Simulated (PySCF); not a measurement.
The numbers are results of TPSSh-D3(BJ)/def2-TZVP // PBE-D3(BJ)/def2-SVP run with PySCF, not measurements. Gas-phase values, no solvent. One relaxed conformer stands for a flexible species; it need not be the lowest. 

Reference species: [Zn(H)2] (neutral, multiplicity 1).

The HOMO is -7.49 eV and the charge on the central atom (meta-Löwdin) is 0.88 e. The HOMO–LUMO gap is 6.55 eV.

Changed species: [Zn(H)(SH)] (1 of 2 H replaced by SH; the reference has 0 of 2 H replaced by SH).

### Question
Give the shifts of the HOMO, charge on the central atom (meta-Löwdin) and HOMO–LUMO gap.

### Answer
the HOMO rises by 0.84 eV, to -6.65 eV; the charge on the central atom (meta-Löwdin) goes up by 0.09 e, to 0.97 e; the HOMO–LUMO gap drops by 0.95 eV, to 5.60 eV.
